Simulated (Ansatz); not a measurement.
cyclopenta-2,4-dien-1-one (C₅H₄O), SMILES C1C=CC(=O)C=1.

The structure is a stationary point at PBE0-D3(BJ)/def2-SVP.

Two levels are set side by side: PBE/def2-SVPD (Ansatz, a quantum-chemistry and plane-wave program) and CAM-B3LYP/def2-SVPD (Ansatz). Energy differences of separate SCF runs at the same geometry; the states with an electron removed or added have multiplicity 2 and 2. Differences are taken from unrounded values.

```json
[
 {"quantity": "vertical ionisation energy (eV)", "CAM-B3LYP": "9.42", "PBE": "9.25", "PBE minus CAM-B3LYP": "-0.17"},
 {"quantity": "vertical electron affinity (eV)", "CAM-B3LYP": "0.98", "PBE": "0.98", "PBE minus CAM-B3LYP": "0.00"},
 {"quantity": "vertical singlet–triplet gap (eV)", "CAM-B3LYP": "2.06", "PBE": "1.88", "PBE minus CAM-B3LYP": "-0.18"}
]
```
